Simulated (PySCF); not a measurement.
Computed IR spectrum (relative IR intensity) of a molecule C4H6ClF. Geometry optimised at PBE-D3(BJ)/def2-SVP. Other conformers were not sampled. Method: PBE-D3(BJ)/def2-SVP in PySCF. Frequencies are harmonic and unscaled.

Lines under 2 % of the strongest are left out, and lines within 2 cm⁻¹ are merged.

ν (cm⁻¹): 431 (vw), 545 (m), 636 (w), 762 (s), 882 (w), 962 (m), 1081 (m), 1089 (s), 1156 (s), 1196 (m), 1260 (vs), 1378 (w), 1422 (w), 3007 (w), 3011 (w), 3021 (m), 3080 (vw), 3088 (w), 3093 (w) (against the strongest line: vs over 80 %, s over 45 %, m over 15 %, w over 4 %, vw less)

### Question
Which molecule gave these data?
A) C=CC[C@H](F)Cl
B) C[C@H]1C[C@]1(F)Cl
C) FC1(Cl)CCC1
D) CC(C)=C(F)Cl

### Answer
C, FC1(Cl)CCC1
